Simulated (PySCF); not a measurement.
## How methods differ on the excitation energy of Cr

Cr [Ar] 3d5 4s1 (7S) → Cr [Ar] 3d4 4s1 4p1 (high-spin determinant), as a difference of total energies. Calculation: PySCF 2.14, in aug-cc-pVDZ-DK; scalar relativity by spin-free X2C-1e. Correlated levels: valence: [Ar] frozen. The calculations carry no spin-orbit coupling.

| method | excitation energy (eV) |
| --- | --- |
| UHF | 1.901 |
| LDA | 4.082 |
| PBE | 3.838 |
| PBE0 | 3.463 |
| r2SCAN | 3.623 |
| wB97M-V | 3.354 |
| BP86 | 3.823 |
| PW91 | 3.858 |
| MP2 (valence) | 2.845 |
| SCS-MP2 (valence) | 2.216 |

How much does correlation contribute at MP2 (valence)?

2.845 − (1.901) = 0.944 eV, measured against UHF.

A first-order spin-orbit estimate (lowest level to lowest level, LS coupling) adds -0.059 eV.

The determinant of the upper state mixes LS terms, which raises its energy above the lowest term, most at the Hartree-Fock and MP2 levels.
